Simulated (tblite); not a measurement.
Tetrahydrothiopyran-4-one, C5H8OS.
Atom-mapped SMILES: `[O:1]=[C:2]1[CH2:3][CH2:4][S:5][CH2:6][CH2:7]1` (hydrogens: H8, H9 on C3; H10, H11 on C4; H12, H13 on C6; H14, H15 on C7)

Computed with GFN2-xTB (tblite), gas phase: Langevin dynamics at 300 K from the optimised GFN2-xTB geometry, time step 0.5 fs, friction 0.01 fs⁻¹, 2000 steps.

Start geometry:
```
atom  x, y, z in Å
O1      0.256    1.552    1.785
C2      0.115    1.028    0.711
C3     -1.245    0.695    0.135
C4     -1.398   -0.811   -0.061
S5     -0.192   -1.442   -1.265
C6      1.294   -0.897   -0.372
C7      1.283    0.615   -0.159
H8     -2.017    1.056    0.818
H9     -1.360    1.196   -0.829
H10    -2.381   -1.052   -0.462
H11    -1.254   -1.345    0.880
H12     2.143   -1.196   -0.985
H13     1.334   -1.426    0.581
H14     2.213    0.922    0.326
H15     1.204    1.113   -1.127
```

The statistics below take the 31 frames saved every 25 fs from 250 to 1000 fs; their kinetic temperature (all 3N coordinates) averages 302 K.

**Question.** Give the mean, spread and extremes of the bond lengths.

**Answer.** 
| bond | start (Å) | mean (Å) | standard deviation (Å) | shortest (Å) | longest (Å) |
| --- | --- | --- | --- | --- | --- |
| O1=C2 | 1.204 | 1.207 | 0.015 | 1.179 | 1.236 |
| C2–C3 | 1.514 | 1.519 | 0.024 | 1.488 | 1.574 |
| C3–C4 | 1.527 | 1.528 | 0.030 | 1.463 | 1.598 |
| C4–S5 | 1.817 | 1.826 | 0.036 | 1.760 | 1.906 |
| S5–C6 | 1.817 | 1.820 | 0.051 | 1.749 | 1.942 |
| C6–C7 | 1.527 | 1.528 | 0.031 | 1.470 | 1.609 |
| C2–C7 | 1.514 | 1.525 | 0.025 | 1.476 | 1.588 |
| C3–H8 | 1.092 | 1.103 | 0.034 | 1.032 | 1.159 |
| C3–H9 | 1.092 | 1.099 | 0.026 | 1.044 | 1.141 |
| C4–H10 | 1.089 | 1.089 | 0.026 | 1.048 | 1.136 |
| C4–H11 | 1.091 | 1.100 | 0.028 | 1.038 | 1.172 |
| C6–H12 | 1.089 | 1.095 | 0.033 | 1.042 | 1.155 |
| C6–H13 | 1.091 | 1.092 | 0.029 | 1.039 | 1.143 |
| C7–H14 | 1.092 | 1.093 | 0.033 | 1.037 | 1.165 |
| C7–H15 | 1.092 | 1.098 | 0.027 | 1.032 | 1.189 |

**Question.** Give the same statistics for bond angles, one of each kind among heavy atoms.

**Answer.** 
| angle | start (°) | mean (°) | standard deviation (°) | smallest (°) | largest (°) |
| --- | --- | --- | --- | --- | --- |
| O1–C2–C3 | 122.7 | 122.0 | 3.4 | 113.9 | 129.5 |
| C3–C2–C7 | 114.5 | 115.7 | 4.4 | 107.7 | 126.3 |
| C2–C3–C4 | 110.8 | 112.8 | 5.0 | 104.7 | 125.8 |
| C3–C4–S5 | 111.2 | 110.9 | 2.8 | 103.6 | 115.1 |
| C4–S5–C6 | 96.5 | 96.0 | 3.8 | 89.1 | 105.8 |

**Question.** How far does each atom move about its mean position (frames aligned on the start, all atoms weighted alike), and what rms force does it feel?

**Answer.** 
```json
{"atom": "O1", "rms displacement (Å)": "0.35", "rms force (eV/Å)": "1.43"}
{"atom": "C2", "rms displacement (Å)": "0.11", "rms force (eV/Å)": "1.54"}
{"atom": "C3", "rms displacement (Å)": "0.10", "rms force (eV/Å)": "1.89"}
{"atom": "C4", "rms displacement (Å)": "0.08", "rms force (eV/Å)": "1.66"}
{"atom": "S5", "rms displacement (Å)": "0.13", "rms force (eV/Å)": "1.28"}
{"atom": "C6", "rms displacement (Å)": "0.08", "rms force (eV/Å)": "1.79"}
{"atom": "C7", "rms displacement (Å)": "0.08", "rms force (eV/Å)": "1.84"}
{"atom": "H8", "rms displacement (Å)": "0.24", "rms force (eV/Å)": "1.12"}
{"atom": "H9", "rms displacement (Å)": "0.24", "rms force (eV/Å)": "0.94"}
{"atom": "H10", "rms displacement (Å)": "0.14", "rms force (eV/Å)": "0.98"}
{"atom": "H11", "rms displacement (Å)": "0.18", "rms force (eV/Å)": "0.99"}
{"atom": "H12", "rms displacement (Å)": "0.18", "rms force (eV/Å)": "1.13"}
{"atom": "H13", "rms displacement (Å)": "0.19", "rms force (eV/Å)": "0.99"}
{"atom": "H14", "rms displacement (Å)": "0.19", "rms force (eV/Å)": "1.15"}
{"atom": "H15", "rms displacement (Å)": "0.16", "rms force (eV/Å)": "0.91"}
```

The displacements run from 0.08 to 0.35 Å, the largest at O1.

The run is classical and short, so these are rough statistics of one trajectory.

What follows is the cost of the whole dynamics run. Time: 35 s; peak memory 0.18 GiB. Hardware: one thread, Intel Xeon at 2.50 GHz (x86_64), no GPU, shared host with 64 logical CPUs at a one-minute load of 61.
